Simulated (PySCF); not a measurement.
Estimate the missing entries of this data sheet.

Species: C6H7P.
InChI=1S/C6H7P/c1-4-6-7(3)5-2/h2H,1,3H3

```csv
property,level,value
point group of the GFN2-xTB geometry,GFN2-xTB,C1
"rotational constants A, B, C of the GFN2-xTB geometry",GFN2-xTB,"3.342, 1.254, 1.021 GHz"
dipole moment,PBE0/def2-SVPD,1.75 D
HOMO energy,PBE0/def2-SVPD,-6.71 eV
LUMO energy,PBE0/def2-SVPD,?
lowest singlet excitation,TDDFT PBE0/def2-SVPD,?
strongest line among the 8 lowest singlet transitions,TDDFT PBE0/def2-SVPD,"S4 at 6.04 eV (205 nm, f = 0.046)"
lowest triplet excitation (Tamm–Dancoff),TDA PBE0/def2-SVPD,4.51 eV
static isotropic polarisability,PBE0/def2-SVPD,97.1 au
electronic spatial extent ⟨r²⟩ about the centre of nuclear charge,PBE0/def2-SVPD,1184 bohr²
13C chemical shifts (computed TMS as zero) by class,GIAO PBE0/pcSseg-1,?
1H chemical shifts (computed TMS as zero) by class,GIAO PBE0/pcSseg-1,"2.35 (1 H), 2.14 (3 H), 1.56 (3 H) ppm"
"isotropic shieldings of nuclei other than C and H, by class",GIAO PBE0/pcSseg-1,426 (1 P) ppm
```

Gas-phase values; electronic properties from PySCF, density fitting. Isolated species at its GFN2-xTB geometry, gas phase. GFN2-xTB frequencies show an imaginary mode (24i cm⁻¹), so this geometry is no minimum at that level. NMR classes are plain means over equivalent atoms (diastereotopic ones count apart unless rotation or inversion swaps them), as if these changed places fast; in this geometry the members of some classes differ.

**Question.** Give the lowest singlet excitation.

**Answer.** 5.09 eV (244 nm, f = 0.021).

**Question.** What is the LUMO energy?

**Answer.** -0.25 eV.

**Question.** Give the 13C chemical shifts (computed TMS as zero) by class.

**Answer.** 109.4 (1 C), 98.9 (1 C), 88.4 (1 C), 81.9 (1 C), 20.0 (1 C), 6.2 (1 C) ppm.

With B = h/(8π²I), that is 505.379 GHz u Å² over I, the principal moments of inertia are 151.2, 402.9 and 494.9 u Å² (most abundant isotopes); the inertial defect Ic − Ia − Ib is -59.2 u Å² (zero for a rigid planar frame, negative otherwise). In atomic units the dipole is 0.69 e·bohr (1 au = 2.5417 D). The rotational constants make it an asymmetric top with κ = (2B − A − C)/(A − C) = -0.80, nearer the prolate limit (−1). The vertical singlet–triplet gap S1 − T1 is 0.58 eV (TDDFT singlet less Tamm–Dancoff triplet; S1: HOMO→LUMO, weight 0.91; T1: HOMO→LUMO, weight 0.88). In wavenumbers S1 is 41100 cm⁻¹ (1 eV = 8065.54 cm⁻¹).

For the NMR shielding job (PBE0/pcSseg-1), time: 14 s wall; peak memory 0.73 GiB. Hardware: one thread of an Arm Neoverse V2, shared host with 96 logical CPUs at a one-minute load of 13.
